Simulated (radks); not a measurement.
Results of a calculation; reference values are marked as such.
Isoelectronic series with 60 electrons, each ion in its NIST ground configuration. Level of theory: Dirac Kohn-Sham, PBEsol, spin-unpolarised, spherical densities, finite nucleus; open shells fill j = l - 1/2 first; Fermi nuclear charge, rms radius of each element as measured or else 0.836 A^(1/3) + 0.57 fm (a radial shooting solver on a logarithmic mesh with Libxc functionals). Total energies (hartree) and mean radii <r> (bohr):

\begin{tabular}{lrrrrrr}
ion & configuration & E (hartree) & 4f5/2 & 5s1/2 & 4d5/2 & 4d3/2 \\ \hline
Nd & [Xe] 4f4 6s2 & -9625.8631 & 1.123 & 1.474 & 0.7119 & 0.7017 \\
Pm+ & [Xe] 4f5 6s1 & -10022.7638 & 1.047 & 1.441 & 0.6933 & 0.6830 \\
Sm2+ & [Xe] 4f6 & -10429.5812 & 0.9878 & 1.409 & 0.6759 & 0.6654 \\
Eu3+ & [Xe] 4f6 & -10846.1822 & 0.8739 & 1.350 & 0.6563 & 0.6460 \\
Gd4+ & [Xe] 4f6 & -11272.4701 & 0.7983 & 1.293 & 0.6372 & 0.6270 \\
Tb5+ & [Kr] 4d10 4f7 5s2 5p5 & -11708.1969 & 0.7662 & 1.254 & 0.6226 & 0.6123 \\
Dy6+ & [Kr] 4d10 4f8 5s2 5p4 & -12153.9114 & 0.7378 & 1.216 & 0.6088 & 0.5984 \\
Ho7+ & [Kr] 4d10 4f9 5s2 5p3 & -12609.8717 & 0.7120 & 1.181 & 0.5956 & 0.5851 \\
Er8+ & [Kr] 4d10 4f10 5s2 5p2 & -13076.1047 & 0.6885 & 1.147 & 0.5830 & 0.5724 \\
Tm9+ & [Kr] 4d10 4f11 5s2 5p1 & -13552.4660 & 0.6661 & 1.114 & 0.5709 & 0.5601 \\
Yb10+ & [Kr] 4d10 4f12 5s2 & -14039.2422 & 0.6454 & 1.083 & 0.5592 & 0.5484 \\
Lu11+ & [Kr] 4d10 4f12 5s2 & -14536.8747 & 0.6142 & 1.045 & 0.5451 & 0.5344 \\
Hf12+ & [Kr] 4d10 4f12 5s2 & -15044.9632 & 0.5867 & 1.010 & 0.5315 & 0.5209 \\
Ta13+ & [Kr] 4d10 4f12 5s2 & -15563.5336 & 0.5622 & 0.9773 & 0.5184 & 0.5080 \\
W14+ & [Kr] 4d10 4f12 5s2 & -16092.6874 & 0.5402 & 0.9465 & 0.5059 & 0.4956 \\
Re15+ & [Kr] 4d10 4f12 5s2 & -16632.5414 & 0.5203 & 0.9175 & 0.4940 & 0.4837 \\
Os16+ & [Kr] 4d10 4f12 5s2 & -17183.1556 & 0.5020 & 0.8902 & 0.4825 & 0.4723 \\
Ir17+ & [Kr] 4d10 4f12 5s2 & -17744.7254 & 0.4853 & 0.8645 & 0.4715 & 0.4614 \\
Pt18+ & [Kr] 4d10 4f12 5s2 & -18317.2826 & 0.4698 & 0.8402 & 0.4609 & 0.4509 \\
Au19+ & [Kr] 4d10 4f12 5s2 & -18900.9972 & 0.4555 & 0.8172 & 0.4508 & 0.4409 \\
\end{tabular}

4f5/2 drops below 5s1/2 between Os16+ and Ir17+.
